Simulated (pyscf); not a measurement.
**•HC=S, doublet**

Gas-phase minimum from PySCF at ωB97X-D3(BJ)/def2-SVP, one conformer. 

```xyz
3

C      0.5315     0.1235    -0.3010
S      0.0716    -0.5111    -1.6482
H      0.3348     1.0988     0.1723
```
Charge 0, spin multiplicity 2.

Bond lengths (Å): C1–S2 1.558, C1–H3 1.102. Angles (°): S2–C1–H3 132.8.

Properties at ωB97X-D3(BJ)/def2-SVP:

| Quantity | Value |
|---|---|
| Harmonic wavenumbers, unscaled | 845, 1277, 3160 cm⁻¹ |
| Zero-point energy | 7.6 kcal/mol |
| Rotational symmetry number | 1 |
| Entropy of this conformer at 298 K and 1 atm, rigid rotor and harmonic oscillator, modes under 100 cm⁻¹ raised to 100 | 235.7 J/(mol K) |
| Dipole moment | 1.15 D |
| Spin expectation value S2 | 0.756 |

Single-point totals, which compare only within one level (frozen core for MP2 and CC):

```json
[
 {"level": "ωB97X-D3(BJ)/def2-TZVP", "total energy (hartree)": "-436.85470"},
 {"level": "PBE/def2-TZVP", "total energy (hartree)": "-436.61411"},
 {"level": "r²SCAN/def2-TZVP", "total energy (hartree)": "-436.78305"},
 {"level": "B3LYP-D3(BJ)/def2-TZVP", "total energy (hartree)": "-436.85654"},
 {"level": "PBE0-D3(BJ)/def2-TZVP", "total energy (hartree)": "-436.64511"},
 {"level": "M06-2X/def2-TZVP", "total energy (hartree)": "-436.79348"},
 {"level": "ωB97M-D3(BJ)/def2-TZVP", "total energy (hartree)": "-436.89069"},
 {"level": "UHF/def2-TZVPP", "total energy (hartree)": "-435.92948"},
 {"level": "MP2/def2-TZVPP", "total energy (hartree)": "-436.21917"},
 {"level": "CCSD/def2-TZVPP", "total energy (hartree)": "-436.25588"},
 {"level": "CCSD(T)/def2-TZVPP", "total energy (hartree)": "-436.27436"}
]
```

The CCSD(T) − MP2 part came from Ansatz, without density fitting, on the same reference. An open-shell T1 diagnostic exceeds 0.045. A UHF reference is spin-contaminated (<S²> up to 1.01), which harms MP2 most.
